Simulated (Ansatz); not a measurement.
Reaction (redistribution): `O[SiH2]N[SiH](O)F` + `[SiH3]OCS` → `O[SiH2]OCS` + `O[SiH](F)N[SiH3]`

Calculated with Ansatz (gas phase, PBE0-D4/def2-TZVP geometries, no zero-point term in ΔE). CCSD(T)/CBS is the MP2 limit (def2-TZVPP, def2-QZVPP) plus CCSD(T) − MP2 in def2-TZVPP, frozen cores. DFT in def2-TZVPP. B3LYP here is the variant with VWN-RPA as its local correlation; programs differ in this. Each species was taken in one conformer, which may not be the lowest.

Problem. Is it downhill or uphill in electronic energy at CCSD(T)/CBS, and by how much? (An estimate is asked.)

Solution. The calculation gave: Downhill: ΔE = -14.6 kJ/mol.

Problem. What do these levels give: PBE-D4, r2SCAN-D4, B3LYP-D4, ωB97X-V, ωB97M-V, PBE, PBE0, CCSD/def2-TZVPP, MP2/def2-QZVPP, SCS-MP2/def2-QZVPP, HF/CBS(def2), CCSD/CBS(def2)? (Estimate.)

Solution. Ansatz gave: PBE-D4 -16.7, r2SCAN-D4 -17.1, B3LYP-D4 -15.2, ωB97X-V -14.9, ωB97M-V -15.6, PBE -14.0, PBE0 -13.6, CCSD/def2-TZVPP -13.1, MP2/def2-QZVPP -14.5, SCS-MP2/def2-QZVPP -12.7, HF/CBS(def2) -6.7, CCSD/CBS(def2) -13.0 kJ/mol.

Largest T1 diagnostic among the species: 0.012.

In def2-TZVPP, CCSD(T) changes the Hartree–Fock value by −7.2 kJ/mol (the triples alone add −1.6 kJ/mol) and MP2 by −7.3 kJ/mol. The D4 term adds −4.6 kJ/mol with B3LYP and −2.3 kJ/mol with PBE0; it sums over pairs of atoms, weighted by their polarisabilities, and B3LYP, whose exchange is more repulsive, gets the larger term.
